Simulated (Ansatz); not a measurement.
```yaml
crystal:
  periodic: [false, false, false]
  atoms:
    - {symbol: C, position_ang: [0.257335, 1.323568, -1.099601]}
    - {symbol: Ga, position_ang: [0.230847, -0.493905, 0.084715]}
    - {symbol: S, position_ang: [1.650989, -1.755061, 0.378029]}
    - {symbol: S, position_ang: [-1.582880, -0.842830, 1.645158]}
    - {symbol: H, position_ang: [-0.547362, 1.244928, -1.975703]}
    - {symbol: H, position_ang: [-0.173584, 2.105199, -0.597890]}
    - {symbol: H, position_ang: [0.781688, 0.909095, -1.663763]}
    - {symbol: H, position_ang: [1.308050, -2.644777, 1.190085]}
    - {symbol: H, position_ang: [-2.135859, 0.071557, 1.392931]}
basis:
  gaussian: {orbitals: def2-SVPD, final_grid: {core_spheres: 1, valence_spheres: 1, degree: 5}}
total_charge: -1
magnetization: {spin_polarized: true, initial_magnetization: 1}
hamiltonian: {xc: {name: PBE}}
output: {forces: true}
```

```sh
$ ansatz run in.yaml --threads 4 --pin off --events-out ev --progress --plain --max-ram 10444MiB
```

Shortened log:

```
Functional definition: PBE
1444 factors; their error is unknown
mean field evaluation 1: about -75121.3046 eV, gradient 4.6e1 eV
mean field evaluation 2: about -75088.0600 eV, gradient 8.3e1 eV
mean field evaluation 4: about -75129.9581 eV, gradient 1.1e1 eV
mean field evaluation 8: about -75130.9398 eV, gradient 2.5e-1 eV
mean field evaluation 16: about -75141.8911 eV, gradient 4.4e-1 eV
mean field -75141.89396943 eV, -2761.4136703716 hartree, gradient 8.1e-5 eV, S^2 0.756014; 2 other end points of the search recorded, 0 dependent functions left out
reference -75141.89398876 eV, -2761.4136710817 hartree; 38, 37 occupied and 114, 115 virtual orbitals, 1444 factors
Total energy: -75141.89398876 eV, -2761.4136710817 hartree
Atom 0 at     0.257335     1.323568    -1.099601 Å, force    -5.929012     9.314823    -0.030770 eV/Å
Atom 1 at     0.230847    -0.493905     0.084715 Å, force   -10.689631    -1.489898     4.004722 eV/Å
Atom 2 at     1.650989    -1.755061     0.378029 Å, force    10.922684    -2.903616    -3.098347 eV/Å
Atom 3 at    -1.582880    -0.842830     1.645158 Å, force    16.732430   -17.777833     1.730378 eV/Å
Atom 4 at    -0.547362     1.244928    -1.975703 Å, force     0.735326    -0.813548     2.058353 eV/Å
Atom 5 at    -0.173584     2.105199    -0.597890 Å, force     0.287430     2.737976     1.962132 eV/Å
Atom 6 at     0.781688     0.909095    -1.663763 Å, force     9.211232    -3.532838   -10.718433 eV/Å
Atom 7 at     1.308050    -2.644777     1.190085 Å, force    -3.086975    -3.134688     4.890335 eV/Å
Atom 8 at    -2.135859     0.071557     1.392931 Å, force   -18.183486    17.599622    -0.798370 eV/Å
Dipole moment:     0.332871    -0.486761     0.147757 e Å
```

**Question.** Something in this input is off. What?

**Answer.** The integration grid is far too coarse. The calculation finished and met its thresholds. The result belongs to that input, not to the molecule as meant.
